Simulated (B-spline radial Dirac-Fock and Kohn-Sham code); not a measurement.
Characteristic X-ray lines: Gd

System: the Gd atom, [Xe] 4f6 5d1 6s2 6p1 (not the ground configuration).

Input of the calculation (task.json; shells as n, l, electrons):

```json
{"items": [{
  "Z": 64,
  "q": 0,
  "cfg": [[1, 0, 2], [2, 0, 2], [2, 1, 6], [3, 0, 2], [3, 1, 6], [3, 2, 10], [4, 0, 2], [4, 1, 6], [4, 2, 10], [4, 3, 6], [5, 0, 2], [5, 1, 6], [5, 2, 1], [6, 0, 2], [6, 1, 1]],
  "A": 158,
  "rrms": 5.1569,
  "do": ["binding"]
}]}
```

Run with: `python xray_run.py task.json out`

Model: ΔSCF Dirac-Fock with Breit, self-energy and vacuum polarisation, finite nucleus, configuration average. Program: a radial atomic solver. A line energy is the difference of two single-hole energies; the list is a selection of electric-dipole transitions between resolved j subshells. Correlation energy is missing from these numbers.

```
 line  energy (keV)  wavelength (Å)
 Kβ2'        49.956         0.24819
Kβ2''        49.924         0.24835
  Kβ1        48.685         0.25466
  Kβ3        48.542         0.25542
  Kα1        42.993         0.28839
  Kα2        42.305         0.29307
  Lγ4        8.3695          1.4814
  Lγ3        8.1018          1.5303
  Lγ2        8.0698          1.5364
  Lγ1        7.7796          1.5937
  Lγ5        7.5417          1.6440
  Lβ7        7.2016          1.7216
```
